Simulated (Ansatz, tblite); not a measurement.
Cost and result up the ladder for Al4Ru (5 atoms). Charge 0, multiplicity 1. Geometry: PBE0-D4/def2-SVP.

```xyz
5

Ru    0.686   -0.004   -0.649
Al    0.418   -0.310    1.597
Al    0.573    2.253    0.128
Al   -1.569    0.316   -0.509
Al   -0.108   -2.256   -0.568
```

Ansatz on 4 threads of Arm Neoverse V1 on a shared host; xTB runs through tblite on one thread. Times are rough, summed over both states, and most runs start from the orbitals of an earlier one. B2PLYP/def2-TZVP serves as the yardstick here, not as an exact answer. The other state is a quintet at its own geometry.

In the def2 sets Ru takes a core potential; there is no spin–orbit coupling. The xTB rows come from tblite. HSE06 is defined as in plane-wave codes, on full-range PBE exchange. Correlated methods freeze 20 core orbitals; core or outer-core shells of Ru are correlated, in sets that lack core-valence functions. The structure comes from a short search, and lower isomers may exist.

xTB has no spin-polarisation term.

| level | functions | wall time | quintet − singlet (eV) | difference from B2PLYP/def2-TZVP (eV) |
| --- | --- | --- | --- | --- |
| GFN1-xTB | 45 | 0.013 s | 3.45 | 0.53 |
| GFN2-xTB | 45 | 0.1 s | -0.37 | -3.29 |
| PBE-D4/def2-TZVP | 188 | 13 s | 2.20 | -0.73 |
| HSE06-D4/def2-TZVP | 188 | 16 s | 1.89 | -1.03 |
| PBE0-D4/def2-TZVP | 188 | 22 s | 1.84 | -1.08 |
| B2PLYP/def2-TZVP | 188 | 23 s | 2.92 | 0.00 |
| r2SCAN-D4/def2-TZVP (with forces) | 188 | 34 s | 2.06 | -0.86 |
